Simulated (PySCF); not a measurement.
How methods differ on the fine-structure interval of In³⁶⁺

In³⁶⁺ [Ne] 3s2 3p1 [3p1/2^1, M_J = 1/2] → In³⁶⁺ [Ne] 3s2 3p1 [3p3/2^1, M_J = 3/2], as a difference of total energies. Computed with PySCF 2.14 in an uncontracted even-tempered set (18 s from 7 bohr⁻², ratio 2.4; 14 p from 9 bohr⁻², ratio 2.4; 4 d from 31 bohr⁻², ratio 2.6; 4 f from 47 bohr⁻², ratio 2.6), with the two-component X2C-1e Hamiltonian. Correlated levels: 1s2 frozen; the 54 highest virtual spinors dropped. "Screened" scales the spin-orbit matrix elements by Boettger's factors to mimic the two-electron term; Breit and QED terms are absent.

```tsv
method	fine-structure interval (cm⁻¹)
GHF (screened spin-orbit)	435540
GMP2 (screened spin-orbit)	432920
GHF (bare spin-orbit)	454800
```
